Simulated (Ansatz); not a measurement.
disilylmethane cation (CH8Si2), SMILES [SiH3]C[SiH3] (connectivity only; charge and spin as stated), charge +1, multiplicity 2.

Coordinates come from a PBE-D3(BJ)/def2-SVP optimisation. The multiplicity is an assumed one; other spin states were not compared.

Two levels are set side by side: PBE/def2-SVPD (Ansatz, a program for electronic structure) and PBE0/def2-SVPD (Ansatz). Energy differences of separate SCF runs at the same geometry; the states with an electron removed or added have multiplicity 1 and 1. Differences are taken from unrounded values.

```
quantity                           PBE
-------------------------------  -----
vertical ionisation energy (eV)  15.70
vertical electron affinity (eV)   8.72
```

Task: These are the PBE values. What does PBE0 give? (Estimate from the structure and the level; the computed values follow.)

Result: 
```
quantity                          PBE0  PBE minus PBE0
-------------------------------  -----  --------------
vertical ionisation energy (eV)  16.09           -0.38
vertical electron affinity (eV)   8.84           -0.12
```
